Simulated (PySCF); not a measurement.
## How far are cheaper levels from CCSD(T)/CBS for SbCl?

PySCF; the state is a triplet (π ↑↑). The composite is CCSD(T) extrapolated to the basis-set limit from two correlation-consistent sets, with core-valence (CV) and scalar-relativistic (SR) terms as its label shows; it has no spin–orbit coupling and nothing beyond (T). Here it is CCSD(T)/CBS(DT). It gives Re = 2.339 Å, ωe = 375 cm⁻¹ and De = 3.04 eV to Sb + Cl.

```csv
level,basis,relativity,Re (Å),ωe (cm⁻¹),De (eV)
UHF,def2-TZVPP,scalar-relativistic core potentials,2.352,375,1.76
UHF-MP2,def2-TZVPPD,scalar-relativistic core potentials,2.338,376,2.97
UHF-SCS-MP2,cc-pVDZ-PP/cc-pV(D+d)Z,scalar-relativistic core potentials,2.387,361,2.41
UHF-SCS-MP2,def2-SVPD,scalar-relativistic core potentials,2.413,353,2.63
UHF-SCS-MP2,def2-TZVPP,scalar-relativistic core potentials,2.345,373,2.86
UHF-CCSD,x2c-SVPall,spin-free X2C,2.391,362,2.30
UHF-CCSD(T),cc-pVDZ-PP/cc-pV(D+d)Z,scalar-relativistic core potentials,2.393,355,2.39
PBE,def2-TZVPPD,scalar-relativistic core potentials,2.362,357,3.41
PW91,cc-pVDZ-PP/cc-pV(D+d)Z,scalar-relativistic core potentials,2.389,354,3.29
PBE0,def2-TZVPP,scalar-relativistic core potentials,2.338,375,3.20
```

Q: Give the difference of each row from the composite.

A: 

```csv
level,basis,ΔRe (pm),Δωe (%),ΔDe (eV)
UHF,def2-TZVPP,+1.3,+0.0,-1.28
UHF-MP2,def2-TZVPPD,-0.1,+0.3,-0.07
UHF-SCS-MP2,cc-pVDZ-PP/cc-pV(D+d)Z,+4.8,-3.7,-0.63
UHF-SCS-MP2,def2-SVPD,+7.4,-5.9,-0.41
UHF-SCS-MP2,def2-TZVPP,+0.6,-0.5,-0.18
UHF-CCSD,x2c-SVPall,+5.2,-3.5,-0.74
UHF-CCSD(T),cc-pVDZ-PP/cc-pV(D+d)Z,+5.4,-5.3,-0.65
PBE,def2-TZVPPD,+2.3,-4.8,+0.37
PW91,cc-pVDZ-PP/cc-pV(D+d)Z,+5.0,-5.6,+0.25
PBE0,def2-TZVPP,-0.1,+0.0,+0.16
```

Q: Which rows come closest in De?

A: UHF-MP2 in def2-TZVPPD (-0.07 eV), counted from the composite.

Correlated steps freeze the inner cores (9 to 23 orbitals); shallow outer-core shells are correlated. Correlated levels converge slowly with the basis: in double zeta they bind strong bonds too weakly, by up to about 1 eV, and carry superposition errors of some tenths. These are scalar-relativistic numbers at best; spin–orbit coupling would shift them, the dissociation energy most. The state was picked by a PBE0 search and need not be the measured ground state.
